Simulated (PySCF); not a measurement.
(Z)-1-bromobut-1-en-3-yne (C4H3Br), SMILES C#C/C=C\Br.

Geometry: B3LYP-D3(BJ)/def2-SVP.

These are PySCF with TDA-PBE/def2-SVPD values and carry that method's errors.

Vertical excitations. The molecule is in vacuum. State labels are in the subgroup Cs.

| state | symmetry | energy (eV) | λ (nm) | f | main pairs |
|---|---|---|---|---|---|
| S1 | A" | 4.71 | 263 | 0.000 | HOMO−1→LUMO 99 % |
| S2 | A" | 4.96 | 250 | 0.000 | HOMO−2→LUMO 99 % |
| S3 | A' | 5.09 | 244 | 0.296 | HOMO→LUMO 77 % |
| S4 | A" | 5.17 | 240 | 0.000 | HOMO→LUMO+1 98 % |
| S5 | A" | 5.62 | 221 | 0.000 | HOMO→LUMO+2 99 % |
| S6 | A' | 5.87 | 211 | 0.027 | HOMO−3→LUMO 74 %, HOMO−1→LUMO+1 15 % |
| S7 | A' | 6.09 | 203 | 0.061 | HOMO−1→LUMO+1 64 %, HOMO−1→LUMO+2 13 % |
| S8 | A' | 6.43 | 193 | 0.003 | HOMO−2→LUMO+1 77 %, HOMO−1→LUMO+1 12 % |
| S9 | A" | 6.49 | 191 | 0.011 | HOMO→LUMO+3 99 % |
| S10 | A' | 6.71 | 185 | 0.059 | HOMO−2→LUMO+2 59 %, HOMO−1→LUMO+2 29 %, HOMO−2→LUMO+1 9 % |
| T1 | A' | 3.14 | 394 | 0 | HOMO→LUMO 97 % |
| T2 | A" | 4.46 | 278 | 0 | HOMO−1→LUMO 88 % |
| T3 | A" | 4.77 | 260 | 0 | HOMO→LUMO+1 71 %, HOMO−2→LUMO 21 % |
| T4 | A" | 4.84 | 256 | 0 | HOMO−2→LUMO 73 %, HOMO→LUMO+1 25 % |
Triplets are in the Tamm–Dancoff approximation.
